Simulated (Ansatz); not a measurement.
System: CN, charge 0, doublet. CN (SMILES [C-]#[N+], doublet).
B3LYP-D3(BJ)/def2-TZVP minimum from Ansatz (a first-principles code):
```
C
N 1 1.1622
```
Charge 0, spin multiplicity 2.

Total energies in aug-cc-pVTZ, 9 correlated electrons, 2 frozen orbitals. UHF or UKS for unpaired electrons; spin-orbit terms are left out. Cores are frozen in correlated methods. No relativity. The UHF reference of CN ([C-]#[N+], doublet) is spin-contaminated (<S^2> up to 0.37 over the pure value in the sets run).

```json
[
 {"method": "HF", "program": "Ansatz", "energy (Eh)": "-92.23620", "minus CCSDT(Q) (mEh)": "338.96"},
 {"method": "MP2", "program": "Ansatz", "energy (Eh)": "-92.51695", "minus CCSDT(Q) (mEh)": "58.21"},
 {"method": "CCSD", "program": "Ansatz", "energy (Eh)": "-92.55187", "minus CCSDT(Q) (mEh)": "23.29"},
 {"method": "CCSD(T)", "program": "Ansatz", "energy (Eh)": "-92.57063", "minus CCSDT(Q) (mEh)": "4.53"},
 {"method": "CCSDT(Q)", "program": "Ansatz", "energy (Eh)": "-92.57516", "minus CCSDT(Q) (mEh)": "0.00"}
]
```

Rough core times of Ansatz's runs on a shared machine: CCSD(T) under 20 s, CCSDT(Q) 4 min.
